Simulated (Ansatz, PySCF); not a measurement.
C₃H₉AlO, SMILES CC[O][AlH][CH3]. Atoms are numbered in the order given.

```xyz
14

Al    -0.0804    -0.0433     1.2052
H     -1.1492    -1.1317     1.6603
C      1.2762     0.7212     2.3689
H      1.9068     1.4521     1.8397
H      1.9343    -0.0623     2.7814
H      0.8172     1.2296     3.2338
O     -0.1373     0.4885    -0.4135
C     -0.8900     0.2060    -1.5524
C     -0.0413    -0.4480    -2.6242
H     -1.7537    -0.4477    -1.3143
H     -1.3130     1.1495    -1.9455
H      0.3528    -1.4151    -2.2741
H     -0.6286    -0.6270    -3.5383
H      0.8148     0.1944    -2.8801
```
Charge 0, spin multiplicity 1.

Coordinates come from a PBE0-D3(BJ)/def2-SVP optimisation. Other conformers were not sampled.

Two levels are set side by side: PBE-D3(BJ)/def2-SVP (Ansatz, an electronic-structure program) and PBE0-D3(BJ)/def2-SVP (Ansatz). Each level has its own optimised geometry; the coordinates shown are those of the second. Frequencies come from the Hessian of PySCF at each geometry. Differences are taken from unrounded values.

```tsv
quantity	PBE0-D3(BJ)
mean bond length (Å)	1.306
bond Al1–C3 (Å)	1.944
bond Al1–O7 (Å)	1.705
bond O7–C8 (Å)	1.394
bond C8–C9 (Å)	1.515
bond Al1–H2 (Å)	1.592
bond C3–H4 (Å)	1.101
bond C3–H5 (Å)	1.103
bond C3–H6 (Å)	1.103
bond C8–H10 (Å)	1.109
bond C8–H11 (Å)	1.106
bond C9–H12 (Å)	1.101
bond C9–H13 (Å)	1.101
bond C9–H14 (Å)	1.101
highest harmonic wavenumber (cm⁻¹)	3164
mean harmonic wavenumber (cm⁻¹)	1377
zero-point energy (kcal/mol)	70.86
```

What does PBE-D3(BJ) give, and how far is it from PBE0-D3(BJ)? (The exact figures need the calculation; the answer reports its results.)


```
quantity                            PBE-D3(BJ)  PBE-D3(BJ) minus PBE0-D3(BJ)
----------------------------------  ----------  ----------------------------
mean bond length (Å)                     1.316                         0.010
bond Al1–C3 (Å)                          1.954                         0.010
bond Al1–O7 (Å)                          1.723                         0.018
bond O7–C8 (Å)                           1.409                         0.015
bond C8–C9 (Å)                           1.525                         0.009
bond Al1–H2 (Å)                          1.604                         0.012
bond C3–H4 (Å)                           1.109                         0.008
bond C3–H5 (Å)                           1.111                         0.008
bond C3–H6 (Å)                           1.111                         0.008
bond C8–H10 (Å)                          1.118                         0.009
bond C8–H11 (Å)                          1.115                         0.009
bond C9–H12 (Å)                          1.110                         0.008
bond C9–H13 (Å)                          1.109                         0.008
bond C9–H14 (Å)                          1.109                         0.008
highest harmonic wavenumber (cm⁻¹)        3079                           -85
mean harmonic wavenumber (cm⁻¹)           1333                           -44
zero-point energy (kcal/mol)             68.59                         -2.27
```

Exact exchange shortens and stiffens bonds; PBE has none. Differences between two approximate levels are no errors against the true value.
